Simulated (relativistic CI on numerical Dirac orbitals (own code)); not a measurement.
Radial parameters of Au LII

Computed by Dirac-Coulomb-Breit CI, KLI orbitals optimised for each configuration, QED by a radiative potential, unscaled Slater integrals (own radial code, finite nucleus).

Slater integrals F^k, G^k are unscaled and averaged over j, outside the closed core [Ne]; ζ comes from projecting the Hamiltonian with its Breit term on Σ l·s of the shell.

- 3s2.3p6.3d9.4s: ζ(3d) = 293650, G^2(3d,4s) = 67089 cm⁻¹; <r>(3d) = 0.1612, <r^2>(3d) = 0.0302, <r>(4s) = 0.352, <r^2>(4s) = 0.1395 (bohr units).
- 3s2.3p6.3d9.4p: ζ(3d) = 293690, F^2(3d,4p) = 204950, G^1(3d,4p) = 65791, G^3(3d,4p) = 67015, ζ(4p) = 787790 cm⁻¹; <r>(3d) = 0.1612, <r^2>(3d) = 0.03021, <r>(4p) = 0.3599, <r^2>(4p) = 0.1469 (bohr units).
- 3s2.3p6.3d9.4d: ζ(3d) = 293570, F^2(3d,4d) = 220200, F^4(3d,4d) = 112890, G^0(3d,4d) = 68815, G^2(3d,4d) = 89302, G^4(3d,4d) = 71005, ζ(4d) = 100630 cm⁻¹; <r>(3d) = 0.1613, <r^2>(3d) = 0.03022, <r>(4d) = 0.3538, <r^2>(4d) = 0.1433 (bohr units).

Averages of the first 10 configurations, taken without configuration mixing, which lowers the lowest level and can move excited configurations by several eV; other configurations of the list can lie among them:

| Configuration | Parity | States | Average energy above the lowest level (eV) |
| --- | --- | --- | --- |
| 3s2.3p6.3d10 | even | 1 | 0.2 |
| 3s2.3p6.3d9.4s | even | 20 | 1895.9 |
| 3s2.3p6.3d9.4p | odd | 60 | 2102.8 |
| 3s2.3p6.3d9.4d | even | 100 | 2334.6 |
| 3s2.3p5.3d10.4s | odd | 12 | 2515.7 |
| 3s2.3p6.3d9.4f | odd | 140 | 2524.9 |
| 3s2.3p5.3d10.4p | even | 36 | 2722.9 |
| 3s2.3p6.3d8.4s2 | even | 45 | 3833.3 |
| 3s2.3p5.3d10.4d | odd | 60 | 2953.9 |
| 3s2.3p6.3d8.4s.4p | odd | 540 | 4032.9 |
